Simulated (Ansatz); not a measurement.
Calculated with Ansatz (gas phase, PBE0-D4/def2-TZVP geometries, no zero-point term in ΔE). CCSD(T)/CBS adds triple-zeta CCSD(T) − MP2 to the extrapolated MP2 energy (def2 sets, frozen cores). Double bonds are as drawn, so ΔE can hold a change between cis and trans. Functionals use def2-TZVPP. def2 core potentials past Kr. For Se, Te outer-core shells are correlated without core-valence functions, which leaves a few kJ/mol of doubt a bond. Scalar relativity is left out up to krypton. Each species was taken in one conformer, which may not be the lowest.

Reaction (formal exchange of groups at the Se–C bond): `CC([SeH])[TeH]` + `C/C=C\F` → `C/C=C(\F)[SeH]` + `CC[TeH]`

`CC([SeH])[TeH]`:

Z-matrix (Å, degrees):
```
C
C 1 1.510
H 1 1.091 2 111.1
H 1 1.093 2 110.7 3 120.6
H 1 1.095 2 110.3 3 -119.5
Se 2 1.956 1 113.5 3 58.9
Te 2 2.155 1 113.2 3 -63.5
H 2 1.091 1 111.5 3 -179.1
H 6 1.477 2 95.5 1 51.3
H 7 1.658 2 92.5 1 55.6
```

`C/C=C\F`:

```xyz
9

C     0.794   -0.773   -0.280
C     0.125    0.359    0.418
C    -1.084    0.820    0.156
F    -1.862    0.295   -0.803
H     1.731   -0.448   -0.741
H     1.046   -1.571    0.425
H     0.158   -1.193   -1.058
H     0.658    0.867    1.216
H    -1.566    1.644    0.667
```

`C/C=C(\F)[SeH]`:

Cartesian coordinates in Å:
```
C 0.186 -0.228 1.548
C -0.011 -0.533 0.104
C -0.261 0.370 -0.833
F -0.311 1.679 -0.541
Se -0.712 -0.047 -2.627
H 0.078 0.836 1.754
H -0.538 -0.774 2.159
H 1.181 -0.543 1.876
H 0.051 -1.563 -0.224
H 0.336 0.803 -3.215
```

`CC[TeH]`:

```xyz
9

C    -0.703   -0.864    0.376
C     0.426   -0.038   -0.203
Te   -0.051    2.062   -0.061
H    -0.874   -0.630    1.430
H    -0.467   -1.929    0.308
H    -1.640   -0.698   -0.161
H     0.587   -0.260   -1.257
H     1.357   -0.193    0.340
H     1.366    2.550   -0.772
```

```
             level  ΔE (kJ/mol)  difference from CCSD(T)/CBS
            PBE-D4         -5.0                         -8.9
         r2SCAN-D4         -6.8                        -10.7
           ωB97X-V         -3.5                         -7.4
           ωB97M-V         -2.0                         -5.9
            B2PLYP         -3.2                         -7.1
               PBE         -8.4                        -12.3
            r2SCAN         -7.4                        -11.3
              PBE0         -6.8                        -10.7
     HF/def2-TZVPP         -5.3                         -9.2
    MP2/def2-TZVPP          5.3                          1.4
SCS-MP2/def2-TZVPP          3.3                         -0.6
   CCSD/def2-TZVPP          0.3                         -3.6
    MP2/def2-QZVPP          7.0                          3.1
SCS-MP2/def2-QZVPP          4.7                          0.8
     MP2/CBS(def2)          8.2                          4.3
    CCSD/CBS(def2)          3.2                         -0.7
       CCSD(T)/CBS          3.9                            0
```

Largest T1 diagnostic among the species: 0.011.

The D4 term adds +5.8 kJ/mol with B3LYP and +3.0 kJ/mol with PBE0; it sums over pairs of atoms, weighted by their polarisabilities, and B3LYP, whose exchange is more repulsive, gets the larger term. In def2-TZVPP, CCSD(T) changes the Hartree–Fock value by +6.3 kJ/mol (the triples alone add +0.8 kJ/mol) and MP2 by +10.6 kJ/mol.

B3LYP here is the variant with VWN-RPA as its local correlation; programs differ in this.
